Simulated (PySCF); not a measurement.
## Neon: a sound run and one with changed settings

Sound run: Ne⁺ [He] 2s2 2p5, Ne²⁺ [He] 2s2 2p4. All numbers are calculated (PySCF 2.14, no relativity, point nucleus, in 6-31G* (3s2p1d, 14 functions)). In the sound run the correlated levels freeze 1s2. The sound run starts from symmetry-adapted Hartree-Fock orbitals and uses a fine grid where one is needed.

Changed run: initial guess minao, at most 50 SCF cycles, level shift 2.0 hartree.

```
species   method  sound run (hartree)  changed run (hartree)  converged
    Ne⁺      UHF           -127.75061             -127.75061        yes
    Ne⁺      PBE           -127.99945             -127.99945        yes
    Ne⁺   M06-2X           -128.07895             -128.07895        yes
    Ne⁺      MP2           -127.84687             -127.80815        yes
    Ne⁺  CCSD(T)           -127.85634             -127.85634        yes
   Ne²⁺      UHF           -126.29981             -126.29981        yes
   Ne²⁺      PBE           -126.48198             -126.48198        yes
   Ne²⁺   M06-2X           -126.56272             -126.56272        yes
   Ne²⁺      MP2           -126.35644             -126.33429        yes
   Ne²⁺  CCSD(T)           -126.36661             -126.36661        yes
```

Ionisation energy of Ne⁺:

```tsv
method	sound run (eV)	changed run (eV)
UHF	39.478	39.478
PBE	41.292	41.292
M06-2X	41.259	41.259
MP2	40.557	40.106
SCS-MP2	40.509	40.080
CCSD	40.520	40.520
CCSD(T)	40.538	40.538
```

A level shift leaves the converged SCF energy unchanged but raises the virtual orbital energies, which shrinks MP2 if it is not removed.

For comparison, NIST gives 40.963 eV between the lowest levels.
